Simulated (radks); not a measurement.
Coulomb parameter of the 5d shell of neutral platinum in the model configuration [Xe] 4f14 5d8.5 6s1.5, as a second difference U = [E(n + 0.5) + E(n - 0.5) - 2 E(n)] / (0.5)^2 with all orbitals relaxed. "Bare": the charge of the atom changes with n. "Screened": the 6s shell takes up the change at fixed total charge, which measures U(5d,5d) + U(6s,6s) - 2 U(5d,6s). Calculated with a radial shooting solver on a logarithmic mesh with Libxc functionals: Dirac Kohn-Sham, PBE, spin-unpolarised, spherical densities, finite nucleus; open shells are shared between the two j in proportion to 2j + 1; Fermi nuclear charge, rms radius 5.427 fm.

case,configuration,E - E(n) (eV)
start,[Xe] 4f14 5d8.5 6s1.5,0.000
bare +0.5,[Xe] 4f14 5d9 6s1.5,-2.397
bare -0.5,[Xe] 4f14 5d8 6s1.5,4.797
screened +0.5,[Xe] 4f14 5d9 6s1,-0.382
screened -0.5,[Xe] 4f14 5d8 6s2,0.646

U(bare) = 9.597 eV, U(screened by 6s) = 1.056 eV. The step up makes a negative ion, whose loosely bound charge lowers the bare value.
